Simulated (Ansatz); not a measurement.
Total energies of TeAu₂⁺ from Ansatz at PBE-D4/def2-TZVP, gas phase (1 Eh = 27.2114 eV = 2625.5 kJ/mol). The reference geometry is relaxed at PBE0-D4/def2-TZVP.

```xyz
3

Au    0.0483   -0.9544    1.6552
Au   -0.9570    1.2821   -1.0456
Te    0.9087   -0.3276   -0.6096
```

```csv
state,geometry,energy (Eh)
charge 1 doublet,reference,-539.37135
charge 0 singlet,reference,-539.65481
charge 1 quartet,relaxed at PBE0-D4/def2-TZVP,-539.28316
```

In the def2 sets Au, Te take a core potential; there is no spin–orbit coupling.

Question: Work out the vertical electron affinity, to the singlet.

Answer: E(charge 1 doublet) − E(charge 0 singlet) = -539.37135 − (-539.65481) = 0.28346 Eh = 7.71 eV.

Question: Which of the charge 1 states is lowest, and how far above it are the others?

Answer: The doublet. quartet: -539.28316 − (-539.37135) = 0.08819 Eh = 231.5 kJ/mol.

The structure comes from a short search, and lower isomers may exist.
